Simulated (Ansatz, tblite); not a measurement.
Species of one formula, C3H9Bi (singlet), each relaxed with PBE0-D4/def2-SVP in Ansatz.

In the def2 sets Bi takes a core potential; there is no spin–orbit coupling. The xTB rows come from tblite. B3LYP takes the VWN-RPA correlation. Correlated methods freeze 7 core orbitals; core or outer-core shells of Bi are correlated, in sets that lack core-valence functions.

Other spin states weren't relaxed.

A: BiH2(iPr) (C3H9Bi)

```
atom    x (Å)    y (Å)    z (Å)
 Bi1  -0.2635   0.8457   1.9868
  C2  -0.2124  -0.0781  -0.1276
  C3   0.5832  -1.3705  -0.0974
  C4   0.3411   0.9366  -1.1114
  H5  -1.6487   1.9155   1.5679
  H6  -1.4024  -0.4105   2.5899
  H7  -1.2668  -0.2909  -0.3600
  H8   0.1491  -2.1120   0.5911
  H9   1.6302  -1.2018   0.2078
 H10   0.6144  -1.8332  -1.1008
 H11   0.3690   0.5149  -2.1329
 H12  -0.2677   1.8531  -1.1527
 H13   1.3745   1.2312  -0.8606
```

B: BiMe3 (C₃H₉Bi)

```xyz
13

Bi    0.091   -0.616   -1.127
C    -1.743    0.578   -0.509
C     1.524    1.028   -0.487
C     0.227   -1.666    0.885
H    -1.948    1.354   -1.259
H    -1.559    1.047    0.468
H    -2.610   -0.094   -0.439
H     1.242    1.390    0.511
H     1.478    1.857   -1.207
H     2.549    0.631   -0.460
H     1.221   -2.122    0.992
H    -0.539   -2.452    0.943
H     0.067   -0.935    1.689
```

**Question.** Estimate their order by electronic energy at ωB97X-V/def2-TZVP, counted from the lowest.

**Answer.** B (0.0) < A (37.7), in kJ/mol.

**Question.** Do the other levels pick the same lowest one?

**Answer.** Not GFN1-xTB, GFN2-xTB. Energies above each level's lowest (kJ/mol):

| level | A | B |
| --- | --- | --- |
| GFN1-xTB | 0.0 | 37.2 |
| GFN2-xTB | 0.0 | 42.4 |
| HF/def2-SVP | 15.0 | 0.0 |
| HF/def2-TZVP | 34.0 | 0.0 |
| PBE-D4/def2-SVP | 19.1 | 0.0 |
| PBE-D4/def2-TZVP | 42.4 | 0.0 |
| revPBE-D4/def2-TZVP | 40.6 | 0.0 |
| r2SCAN-D4/def2-TZVP | 44.3 | 0.0 |
| B3LYP-D4/def2-TZVP | 43.5 | 0.0 |
| PBE0-D4/def2-SVP | 16.2 | 0.0 |
| PBE0-D4/def2-TZVP | 37.4 | 0.0 |
| ωB97X-V/def2-TZVP | 37.7 | 0.0 |
| MP2/def2-SVP | 16.5 | 0.0 |
| MP2/def2-TZVP | 56.6 | 0.0 |
| CCSD/def2-SVP | 8.3 | 0.0 |
| CCSD(T)/def2-SVP | 8.4 | 0.0 |
Point groups (tolerance 0.1 Å): A Cs, B not assigned. From def2-SVP to def2-TZVP the PBE0 values move by up to 21.1 kJ/mol, so results in the small set are rough.
